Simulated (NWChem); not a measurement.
Molecule: C$_{2}$H$_{5}$FOSi; SMILES C=C(F)[SiH2]O

```xyz
10

C      0.9686     1.8071     0.4026
C      0.0684     0.9084     0.0061
F     -1.2383     1.2987    -0.1378
Si     0.3572    -0.8999    -0.4263
O     -0.3873    -1.9425     0.6373
H      0.6954     2.8393     0.6053
H      2.0056     1.5176     0.5324
H      1.8089    -1.1676    -0.3186
H     -0.1351    -1.1050    -1.8166
H     -1.3544    -1.9273     0.6547
```
Atoms are numbered in this order, from 1.

Computed with NWChem. All runs use the structure optimised with B3LYP/6-31G* (spherical d).

For level B3LYP/def2-SVP:

```
Quantity                     Value
---------------------------  -----
highest occupied level (eV)  -7.47
orbital gap (eV)              6.82
```

Problem. What are these values for level LRC-wPBEh/def2-SVP?

Solution. 
| Property | Value |
|---|---|
| highest occupied level (eV) | -9.65 |
| orbital gap (eV) | 10.89 |
